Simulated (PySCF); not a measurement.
## Energy of Zn (zinc, neutral) between two integer charges

The 4s beta orbital of [Ar] 3d10 4s2 is emptied in steps (occupation f), with all orbitals relaxed, ending at [Ar] 3d10 4s1. Computed with PySCF 2.14 in aug-pcseg-2 (7s5p4d3f2g, 81 functions), with the non-relativistic Hamiltonian (point nucleus). The exact energy is a straight line in f; departures are measured from the line between the end points of the same method.

```
  f  CAM-B3LYP (eV)
  1           0.000
0.9          -0.133
0.7          -0.315
0.5          -0.381
0.3          -0.326
0.1          -0.143
  0           0.000
```

```json
{"method": "CAM-B3LYP", "E(f=0) − E(f=1) (eV)": "9.331", "−ε at f=1 (eV)": "7.860", "−ε at f=0.5 (eV)": "9.300"}
```

Orbital energy along the path (eV):

```
  f  CAM-B3LYP
  1     -7.860
0.9     -8.138
0.7     -8.708
0.5     -9.300
0.3     -9.918
0.1    -10.581
  0    -10.944
```

Reference removal energy between the ground levels: 9.394 eV (measured; NIST Atomic Spectra Database, ionization energies).
